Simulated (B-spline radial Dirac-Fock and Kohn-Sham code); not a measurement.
## Mo 3p1/2: cross section and angular parameters

System: atomic molybdenum, configuration [Kr] 4d5 5s1; threshold 411.6 eV (tabulated edge). Level of theory: Dirac-Hartree-Slater photoionisation with a Latter tail; cross sections with all multipoles, angular parameters from the dipole term and its interference with E2; a radial B-spline solver.

For linearly polarised light dσ/dΩ = σ/(4π) [1 + β P₂(cos θ) + (δ + γ cos²θ) sin θ cos φ], with θ from the polarisation vector and φ the angle between the beam and the projection of the electron momentum on the plane normal to the polarisation.

```
hν (eV)  σ (kb)      β       γ      δ
    460     182  0.356  -0.132  0.112
    464     181  0.402  -0.100  0.116
    483     179  0.592   0.041  0.115
    676     139  1.327   0.217  0.023
    977    85.6  1.551   0.014  0.002
   1370    48.4  1.608  -0.015  0.001
 1486.9    41.6  1.611   0.000  0.002
   1510    40.4  1.611   0.004  0.002
   2000    23.0  1.598   0.117  0.005
   2140    19.9  1.590   0.154  0.006
   2150    19.7  1.590   0.157  0.006
   2620    12.7  1.560   0.284  0.010
 2984.4    9.44  1.535   0.380  0.014
   3050    8.97  1.530   0.397  0.015
   4000    4.63  1.465   0.624  0.025
   5640       ?      ?       ?      ?
   6540    1.27  1.312   1.079  0.059
   6840    1.12  1.297   1.122  0.063
 8047.8   0.710  1.237   1.277  0.081
   8180   0.677  1.231   1.292  0.083
  11100   0.278  1.111   1.575  0.125
  11900   0.226  1.082   1.638  0.137
  12300   0.204  1.068   1.667  0.142
```

Question: Give the values at 5640 eV.

Answer: σ = 1.90 kb, β = 1.363, γ = 0.939, δ = 0.047.

Values without a named source are computed, but for edge energies of neutral atoms, which are taken from tables.
